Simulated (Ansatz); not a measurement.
H3OSi (SMILES [OH+]=[SiH2]), charge +1, singlet, geometry from GFN2-xTB. Base run: SVWN5/6-311G** in Ansatz (an electronic-structure program).

Ansatz was given this input:
Ansatz 0.2 input:
```yaml
crystal:
  periodic: [false, false, false]
  atoms:
    - {symbol: O, position_ang: [0.96806077, -0.29274694, -0.01801030]}
    - {symbol: Si, position_ang: [-0.52671752, 0.13783196, 0.00849571]}
    - {symbol: H, position_ang: [1.90715119, -0.08140312, -0.00537859]}
    - {symbol: H, position_ang: [-0.91460201, 1.53346203, 0.09340103]}
    - {symbol: H, position_ang: [-1.36299003, -1.03973089, -0.06287995]}
basis:
  gaussian:
    orbitals: 6-311G__.json
hamiltonian:
  xc: {name: SVWN5}
total_charge: 1
```
The basis file holds 6-311G** in the JSON format of the Basis Set Exchange.

The base run was repeated with changes; each row names its change, and settings that it needs were set with it.

```
change                                        ΔE vs base (mEh)
--------------------------------------------  ----------------
base                                                     0.000
occupation = up:A':10 A'':2 down:A':10 A'':2             0.000
occupation = up:A':9 A'':3 down:A':9 A'':3               474.5
symmetry_tolerance_ang = 0.01                            0.000
occupation = up:A':11 A'':1 down:A':11 A'':1             908.9
```
